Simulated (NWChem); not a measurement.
# boron trifluoride (BF3); SMILES FB(F)F

```xyz
4

F      1.2620    -0.3802     0.0000
B      0.0000     0.0000     0.0000
F     -0.9603    -0.9028     0.0000
F     -0.3017     1.2830     0.0000
```
Atoms are numbered in this order, from 1.

Coordinates come from a B3LYP/6-31G* (spherical d) optimisation. No frequency run checked for a minimum. B3LYP is NWChem's, with the RPA form of VWN correlation.

Give the principal values of the shielding tensors (ppm) of F1, B2 from B3LYP/6-311G** (spherical d), GIAO (NWChem), with their diamagnetic and paramagnetic parts as GIAO splits them.


```json
[
 {"atom": "F1", "σ11": "161.3", "σ22": "362.8", "σ33": "362.9", "isotropic": "295.7", "diamagnetic": "463.5", "paramagnetic": "-167.8"},
 {"atom": "B2", "σ11": "81.0", "σ22": "97.5", "σ33": "97.5", "isotropic": "92.0", "diamagnetic": "205.0", "paramagnetic": "-113.0"}
]
```
